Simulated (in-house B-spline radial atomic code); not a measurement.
# Binding energies in Ta+

NIST's tabulated ground configuration is [Xe] 4f14 5d3 6s1; each binding energy is the energy of the ion with one electron taken from that subshell, relaxed, less that of the parent. Computed with a radial B-spline atomic code at the basis-set limit: Dirac-Kohn-Sham PBE, spherical fractional occupations, Fermi nucleus of rms radius 5.3507 fm. Energies include first-order Breit, QED and recoil terms.

```csv
subshell,X-ray name,binding energy (eV),-ε (eV),relaxation (eV)
1s,K,67509.6,67261.4,-544.4
2s,L1,11612.3,11555.1,-97.3
2p1/2,L2,11132.9,11045.5,-126.0
2p3/2,L3,9859,9775.4,-108.5
3s,M1,2671.2,2652.5,-26.8
3p1/2,M2,2447.1,2425.5,-29.0
3p3/2,M3,2173.8,2152.1,-26.2
3d3/2,M4,1797.3,1768.1,-32.0
3d5/2,M5,1737.8,1708.6,-30.9
4s,N1,556.6,546.5,-11.9
4p1/2,N2,463.2,452.8,-11.8
4p3/2,N3,400.4,389.9,-11.4
4d3/2,N4,246.6,235.8,-11.1
4d5/2,N5,235.1,224.3,-11.0
5s,O1,86.84,80.00,-7.10
5p1/2,O2,59.39,52.90,-6.67
5p3/2,O3,50.42,44.16,-6.33
4f5/2,N6,42.99,32.94,-9.91
4f7/2,N7,40.99,30.96,-9.82
5d,"O4,5",15.25,10.49,-4.74
6s,P1,14.94,11.62,-3.35
```

Relaxation = -ε minus the binding energy without Breit, QED and recoil terms. With a density functional, K lines can miss by some tenths of a per cent, more in light atoms. For a density functional the relaxation so defined is negative, because -ε of a Kohn-Sham level is smaller than the binding energy.

Emission lines follow as differences of binding energies, with λ = 12398.42 eV·Å / E:

```
 line          holes  energy (eV)  wavelength (Å)
 K-L3     1s → 2p3/2      57650.6         0.21506
 K-L2     1s → 2p1/2      56376.7         0.21992
 K-M3     1s → 3p3/2      65335.8         0.18976
L3-M5  2p3/2 → 3d5/2       8121.2          1.5267
L2-M4  2p1/2 → 3d3/2       9335.6          1.3281
L1-M3     2s → 3p3/2       9438.5          1.3136
L3-M1     2p3/2 → 3s       7187.8          1.7249
L2-N4  2p1/2 → 4d3/2      10886.3          1.1389
M5-N7  3d5/2 → 4f7/2       1696.8          7.3069
M4-N6  3d3/2 → 4f5/2       1754.3          7.0674
```

**Question.** What screening constant σ does Moseley's law, E = (3/4)·13.6057 eV·(Z - σ)², need for K-L3?

**Answer.** σ = -2.16.

Moseley's non-relativistic formula needs a falling, then negative, screening constant for heavy elements, because relativity binds the 1s electron more strongly than the formula allows.

**Question.** What does it cost to remove both a 3d5/2 and a 3d3/2 electron?

**Answer.** 3600.5 eV, which is 65.37 eV more than the two single binding energies together.

**Question.** What does it cost to remove both a 3d3/2 and a 5s electron?

**Answer.** 1901.1 eV, which is 16.93 eV more than the two single binding energies together.

**Question.** What does it cost to remove both a 3p1/2 and a 4p3/2 electron?

**Answer.** 2875.2 eV, which is 27.66 eV more than the two single binding energies together.
